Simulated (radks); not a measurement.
The selenium ion Se+, 33 electrons, occupied as [Ar] 3d10 4s2 4p3.

Method: Dirac Kohn-Sham, Slater X-alpha with alpha = 0.761, spin-unpolarised, spherical densities, finite nucleus; open shells are shared between the two j in proportion to 2j + 1; Fermi nuclear charge, rms radius 4.14 fm; computed with a radial shooting solver on a logarithmic mesh with Libxc functionals.

Energy parts (eV):
part                   energy
total              -66260.531
kinetic             67885.531
electron-nucleus  -159615.368
Hartree             28006.406
exchange            -2537.101

Orbitals (lengths in bohr, moments of r in powers of bohr; r(max) is where P^2 peaks):
[
 {"orbital": "1s1/2", "occ.": "2", "eigenvalue (eV)": "-12527.38", "r(max)": "0.02881", "<r>": "0.04409"},
 {"orbital": "2s1/2", "occ.": "2", "eigenvalue (eV)": "-1623.579", "r(max)": "0.1645", "<r>": "0.1956"},
 {"orbital": "2p1/2", "occ.": "2", "eigenvalue (eV)": "-1460.908", "r(max)": "0.1293", "<r>": "0.1682"},
 {"orbital": "2p3/2", "occ.": "4", "eigenvalue (eV)": "-1418.908", "r(max)": "0.1324", "<r>": "0.1720"},
 {"orbital": "3s1/2", "occ.": "2", "eigenvalue (eV)": "-225.5534", "r(max)": "0.5016", "<r>": "0.5730"},
 {"orbital": "3p1/2", "occ.": "2", "eigenvalue (eV)": "-169.4883", "r(max)": "0.4931", "<r>": "0.5803"},
 {"orbital": "3p3/2", "occ.": "4", "eigenvalue (eV)": "-163.5376", "r(max)": "0.5017", "<r>": "0.5909"},
 {"orbital": "3d3/2", "occ.": "4", "eigenvalue (eV)": "-66.1437", "r(max)": "0.4475", "<r>": "0.6219"},
 {"orbital": "3d5/2", "occ.": "6", "eigenvalue (eV)": "-65.2265", "r(max)": "0.4502", "<r>": "0.6262"},
 {"orbital": "4s1/2", "occ.": "2", "eigenvalue (eV)": "-27.0318", "r(max)": "1.478", "<r>": "1.727"},
 {"orbital": "4p1/2", "occ.": "1", "eigenvalue (eV)": "-15.7187", "r(max)": "1.705", "<r>": "2.068"},
 {"orbital": "4p3/2", "occ.": "2", "eigenvalue (eV)": "-15.2518", "r(max)": "1.737", "<r>": "2.106"}
]

The highest occupied level is 4p3/2 at -15.252 eV. The density falls to 0.001 e/bohr^3 at r = 3.88 bohr.
